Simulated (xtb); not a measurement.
F$_{2}$O, singlet, from a rough starting geometry; GFN2-xTB run with xtb.

Here is a job for xtb.
```
$ xtb mol.xyz --gfn 2 --opt vtight --json

# file mol.xyz
3

F      0.01539458     1.08897860    -0.27684423
O     -0.02629625     0.01375385     0.55286599
F     -0.00205311    -1.09577438    -0.29881712
```

Q: What does xtb print? Leave out banner, timings and long lists.

A: 
```
   ID    Z sym.   atoms
    1    9 F      1, 3
    2    8 O      2

           -------------------------------------------------
          |                Calculation Setup                |
           -------------------------------------------------

           -------------------------------------------------
          |                 G F N 2 - x T B                 |
           -------------------------------------------------

          ...................................................
          :                      SETUP                      :
          :.................................................:
          :  # basis functions                  12          :
          :  # atomic orbitals                  12          :
          :  # shells                            6          :
          :  # electrons                        20          :
          :  max. iterations                   250          :
          :  Hamiltonian                  GFN2-xTB          :
          :  restarted?                      false          :
          :  GBSA solvation                  false          :
          :  PC potential                    false          :
          :  electronic temp.          300.0000000     K    :
          :  accuracy                    1.0000000          :
          :  -> integral cutoff          0.2500000E+02      :
          :  -> integral neglect         0.1000000E-07      :
          :  -> SCF convergence          0.1000000E-05 Eh   :
          :  -> wf. convergence          0.1000000E-03 e    :
          :  Broyden damping             0.4000000          :
          :  net charge                          0          :
          :  unpaired electrons                  0          :
          ...................................................

 iter      E             dE          RMSdq      gap      omega  full diag
   1    -13.3084077 -0.133084E+02  0.571E+00    5.82       0.0  T
   2    -13.3124524 -0.404466E-02  0.339E+00    5.87       1.0  T
   3    -13.3128333 -0.380944E-03  0.648E-01    5.94       1.0  T
   4    -13.3128827 -0.494422E-04  0.154E-01    5.95       1.0  T
   5    -13.3128897 -0.692159E-05  0.241E-02    5.95       2.4  T
   6    -13.3128899 -0.271245E-06  0.126E-02    5.95       4.6  T
   7    -13.3128900 -0.466735E-07  0.110E-03    5.95      52.3  T
   8    -13.3128900 -0.354452E-09  0.462E-04    5.95     125.1  T
   9    -13.3128900 -0.931575E-10  0.114E-04    5.95     507.5  T

   *** convergence criteria satisfied after 9 iterations ***

         :::::::::::::::::::::::::::::::::::::::::::::::::::::
         ::                     SUMMARY                     ::
         :::::::::::::::::::::::::::::::::::::::::::::::::::::
         :: total energy             -13.310794056416 Eh    ::
         :: gradient norm              0.019503959807 Eh/a0 ::
         :: HOMO-LUMO gap              5.951611146260 eV    ::
         ::.................................................::
         :: SCC energy               -13.312889978175 Eh    ::
         :: -> isotropic ES            0.000264750930 Eh    ::
         :: -> anisotropic ES          0.005407637827 Eh    ::
         :: -> anisotropic XC         -0.022012192661 Eh    ::
         :: -> dispersion             -0.000443127028 Eh    ::
         :: repulsion energy           0.002095921758 Eh    ::
         :: add. restraining           0.000000000000 Eh    ::
         :: total charge               0.000000000000 e     ::
         :::::::::::::::::::::::::::::::::::::::::::::::::::::

      -----------------------------------------------------------
     |                   =====================                   |
     |                        A N C O P T                        |
     |                   =====================                   |
     |               Approximate Normal Coordinate               |
     |                Rational Function Optimizer                |
      -----------------------------------------------------------
      -----------------------------------------------------------
     |                   =====================                   |
     |                        A N C O P T                        |
     |                   =====================                   |
     |               Approximate Normal Coordinate               |
     |                Rational Function Optimizer                |
      -----------------------------------------------------------

          ...................................................
          :                      SETUP                      :
          :.................................................:
          :   optimization level         verytight          :
          :   max. optcycles                   200          :
          :   ANC micro-cycles                  20          :
          :   degrees of freedom                 3          :
          :.................................................:
          :   RF solver                   davidson          :
          :   write xtbopt.log                true          :
          :   linear?                        false          :
          :   energy convergence         0.1000000E-06 Eh   :
          :   grad. convergence          0.2000000E-03 Eh/α :
          :   maxmium RF displ.          1.0000000          :
          :   Hlow (freq-cutoff)         0.1000000E-01      :
          :   Hmax (freq-cutoff)         5.0000000          :
          :   S6 in model hess.         20.0000000          :
          ...................................................

generating ANC from exact Hessian ...
Using Lindh-Hessian (1995)
 Shifting diagonal of input Hessian by    0.0000000000000000
 Lowest  eigenvalues of input Hessian
    0.000000    0.000000    0.000000    0.000000    0.000000    0.000000
    0.194046    1.106590    1.374717
 Highest eigenvalues
    0.000000    0.000000    0.000000    0.194046    1.106590    1.374717

[...]
 * total energy  :   -13.3107941 Eh     change       -0.1033129E-10 Eh
 * total energy  :   -13.3110684 Eh     change       -0.2743609E-03 Eh
 * total energy  :   -13.3112295 Eh     change       -0.1611317E-03 Eh
 * total energy  :   -13.3112395 Eh     change       -0.9947263E-05 Eh
 * total energy  :   -13.3112457 Eh     change       -0.6198685E-05 Eh
 * total energy  :   -13.3112458 Eh     change       -0.5794261E-07 Eh
   *** GEOMETRY OPTIMIZATION CONVERGED AFTER 6 ITERATIONS ***
[...]

          ...................................................
          :                      SETUP                      :
          :.................................................:
          :  # basis functions                  12          :
          :  # atomic orbitals                  12          :
          :  # shells                            6          :
          :  # electrons                        20          :
          :  max. iterations                   250          :
          :  Hamiltonian                  GFN2-xTB          :
          :  restarted?                      false          :
          :  GBSA solvation                  false          :
          :  PC potential                    false          :
          :  electronic temp.          300.0000000     K    :
          :  accuracy                    1.0000000          :
          :  -> integral cutoff          0.2500000E+02      :
          :  -> integral neglect         0.1000000E-07      :
          :  -> SCF convergence          0.1000000E-05 Eh   :
          :  -> wf. convergence          0.1000000E-03 e    :
          :  Broyden damping             0.4000000          :
          :  net charge                          0          :
          :  unpaired electrons                  0          :
          ...................................................

 iter      E             dE          RMSdq      gap      omega  full diag
   1    -13.3136055 -0.133136E+02  0.507E-05    6.35       0.0  T
   2    -13.3136055 -0.792255E-12  0.350E-05    6.35    1647.9  T
   3    -13.3136055 -0.710543E-12  0.780E-06    6.35    7399.1  T

   *** convergence criteria satisfied after 3 iterations ***

         :::::::::::::::::::::::::::::::::::::::::::::::::::::
         ::                     SUMMARY                     ::
         :::::::::::::::::::::::::::::::::::::::::::::::::::::
         :: total energy             -13.311245752968 Eh    ::
         :: gradient norm              0.000030664670 Eh/a0 ::
         :: HOMO-LUMO gap              6.349926896790 eV    ::
         ::.................................................::
         :: SCC energy               -13.313605517418 Eh    ::
         :: -> isotropic ES            0.000258812339 Eh    ::
         :: -> anisotropic ES          0.005758369421 Eh    ::
         :: -> anisotropic XC         -0.023422515776 Eh    ::
         :: -> dispersion             -0.000443148382 Eh    ::
         :: repulsion energy           0.002359764449 Eh    ::
         :: add. restraining           0.000000000000 Eh    ::
         :: total charge               0.000000000000 e     ::
         :::::::::::::::::::::::::::::::::::::::::::::::::::::

           -------------------------------------------------
          |                Property Printout                |
           -------------------------------------------------

    * Orbital Energies and Occupations

         #    Occupation            Energy/Eh            Energy/eV
      -------------------------------------------------------------
         1        2.0000           -0.9004979             -24.5038
         2        2.0000           -0.8981265             -24.4393
         3        2.0000           -0.7674516             -20.8834
         4        2.0000           -0.6799485             -18.5023
         5        2.0000           -0.6669089             -18.1475
         6        2.0000           -0.6560840             -17.8530
         7        2.0000           -0.5826481             -15.8547
         8        2.0000           -0.5748698             -15.6430
         9        2.0000           -0.5732574             -15.5991
        10        2.0000           -0.5135088             -13.9733 (HOMO)
        11                         -0.2801533              -7.6234 (LUMO)
        12                         -0.2353293              -6.4036
      -------------------------------------------------------------
                  HL-Gap            0.2333555 Eh            6.3499 eV
             Fermi-level           -0.3968310 Eh          -10.7983 eV

     #   Z          covCN         q      C6AA      α(0)
     1   9 F        0.887    -0.025     9.568     3.655
     2   8 O        1.771     0.049    13.854     5.026
     3   9 F        0.887    -0.025     9.568     3.655

 Mol. C6AA /au·bohr⁶  :         97.912338
 Mol. C8AA /au·bohr⁸  :       1785.294259
 Mol. α(0) /au        :         12.335129

Wiberg/Mayer (AO) data.
largest (>0.10) Wiberg bond orders for each atom

 ---------------------------------------------------------------------------
     #   Z sym  total        # sym  WBO       # sym  WBO       # sym  WBO
 ---------------------------------------------------------------------------
     1   9 F    1.073 --     2 O    0.998
     2   8 O    1.996 --     3 F    0.998     1 F    0.998
     3   9 F    1.073 --     2 O    0.998
 ---------------------------------------------------------------------------

Topologies differ in total number of bonds
Writing topology from bond orders to xtbtopo.mol

molecular dipole:
                 x           y           z       tot (Debye)
 q only:       -0.003      -0.000       0.076
   full:       -0.006      -0.001       0.160       0.406
molecular quadrupole (traceless):
                xx          xy          yy          xz          yz          zz
 q only:        0.086      -0.003      -0.228      -0.003      -0.001       0.142
  q+dip:        1.666      -0.029      -1.881       0.055      -0.010       0.215
   full:        0.849      -0.017      -1.216       0.017      -0.007       0.367

optimized geometry written to: xtbopt.xyz

           -------------------------------------------------
          | TOTAL ENERGY              -13.311245752968 Eh   |
          | GRADIENT NORM               0.000030664670 Eh/α |
          | HOMO-LUMO GAP               6.349926896790 eV   |
           -------------------------------------------------
```
